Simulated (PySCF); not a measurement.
Working with the constants of TiN⁺

M06-L constants of TiN⁺, triplet, unpaired electrons π ↑, δ ↑, a mixture of terms (⟨Lz²⟩ = 5.0) (PySCF, no relativity, basis sets Ti def2-TZVPPD, N def2-TZVPPD; masses 47.9479 and 14.0031 u):

* ωe: 932.7 cm⁻¹
* ωexe: 3.59 cm⁻¹
* Be: 0.53852 cm⁻¹
* αe: 0.00294 cm⁻¹
* D (centrifugal): 7.18e-07 cm⁻¹

Task: Give the vibrational terms G(v) and spacings up to v = 6.

Result: G(v) = ωe(v+½) − ωexe(v+½)².

```
v  G(v) (cm⁻¹)  G(v) − G(v−1)  Bv (cm⁻¹)
0        465.5                    0.5371
1       1391.0          925.5     0.5341
2       2309.3          918.3     0.5312
3       3220.5          911.2     0.5282
4       4124.5          904.0     0.5253
5       5021.3          896.8     0.5223
6       5910.9          889.6     0.5194
```

De is left out where the level can put another filling of the metal’s s and d shells below the measured ground configuration, by anything from nothing to about 1 eV. Counting both spins, an empty level lies below a filled one in this solution, because spin and occupation are held. The state is the lowest single determinant that the PBE0 search found; with open d or f shells the true ground state can be another one.
